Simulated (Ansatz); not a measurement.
CH$_{3}$O, charge -1, singlet, geometry from GFN2-xTB (a gas-phase anion, which may not be bound at this level); CCSD(T)/def2-SVP (Ansatz, a first-principles code).

Ansatz was given this input:
Ansatz 0.2 input:
```yaml
crystal:
  periodic: [false, false, false]
  atoms:
    - {symbol: C, position_ang: [-0.02331881, 0.51924115, -0.01539977]}
    - {symbol: O, position_ang: [0.03468978, -0.77243926, 0.02290917]}
    - {symbol: H, position_ang: [-1.08639489, 0.97405626, -0.04951263]}
    - {symbol: H, position_ang: [0.45655976, 1.07094605, 0.88097598]}
    - {symbol: H, position_ang: [0.49222972, 1.01906489, -0.92233812]}
basis:
  gaussian:
    orbitals: def2-SVP
total_charge: -1
magnetization: {spin_polarized: false}
correlation: {method: ccsd_t, electrons: outside_noble_gas}
accuracy: high
```

What the program printed (banner, timings and long lists left out):

```
Functional definition: HF
962 factors; integrals over basis functions are off by at most 3.5e-9 eV
mean field evaluation 1: about -3109.1112 eV, gradient 2.2e1 eV
mean field evaluation 2: about -3109.1130 eV, gradient 2.2e1 eV
mean field evaluation 4: about -3110.2362 eV, gradient 2.4e0 eV
mean field evaluation 8: about -3110.2501 eV, gradient 3.8e-5 eV
mean field evaluation 16: about -3110.2336 eV, gradient 2.4e0 eV
mean field -3110.25009377 eV, -114.2995827429 hartree, gradient 1.3e-8 eV, S^2 0.000000; 0 other end points of the search recorded, 0 dependent functions left out
2 core orbitals not correlated
reference -3110.25009377 eV, -114.2995827429 hartree; 7, 7 occupied and 34, 34 virtual orbitals, 962 factors
second order -9.27691566 eV of doubles, -0.00000000 eV of singles
cycle   1  -9.52065009 eV  change   -2.4e-1 eV  update   7.9e-2
cycle   2  -9.76083085 eV  change   -2.4e-1 eV  update   2.4e-2
cycle   3  -9.83824103 eV  change   -7.7e-2 eV  update   1.6e-2
cycle   4  -9.83591694 eV  change    2.3e-3 eV  update   5.0e-3
cycle   5  -9.83380802 eV  change    2.1e-3 eV  update   2.1e-3
cycle   6  -9.83386675 eV  change   -5.9e-5 eV  update   6.6e-4
cycle   7  -9.83367678 eV  change    1.9e-4 eV  update   1.6e-4
cycle   8  -9.83364827 eV  change    2.9e-5 eV  update   4.9e-5
cycle   9  -9.83366434 eV  change   -1.6e-5 eV  update   1.4e-5
cycle  10  -9.83366330 eV  change    1.0e-6 eV  update   4.5e-6
cycle  11  -9.83366393 eV  change   -6.4e-7 eV  update   1.5e-6
cycle  12  -9.83366503 eV  change   -1.1e-6 eV  update   3.9e-7
cycle  13  -9.83366512 eV  change   -8.7e-8 eV  update   1.5e-7
cycle  14  -9.83366520 eV  change   -7.8e-8 eV  update   5.0e-8
cycle  15  -9.83366517 eV  change    3.4e-8 eV  update   2.5e-8
cycle  16  -9.83366516 eV  change    1.3e-9 eV  update   9.1e-8
cycle  17  -9.83366513 eV  change    3.2e-8 eV  update   2.9e-8
cycle  18  -9.83366512 eV  change    9.7e-9 eV  update   8.6e-9
cycle  19  -9.83366512 eV  change  -6.4e-10 eV  update   3.2e-9
cycle  20  -9.83366512 eV  change   6.9e-10 eV  update   1.2e-9
perturbative correction -0.24087094 eV, -0.0088518440 hartree
Total energy: -3120.32462984 eV, -114.6698151147 hartree
```
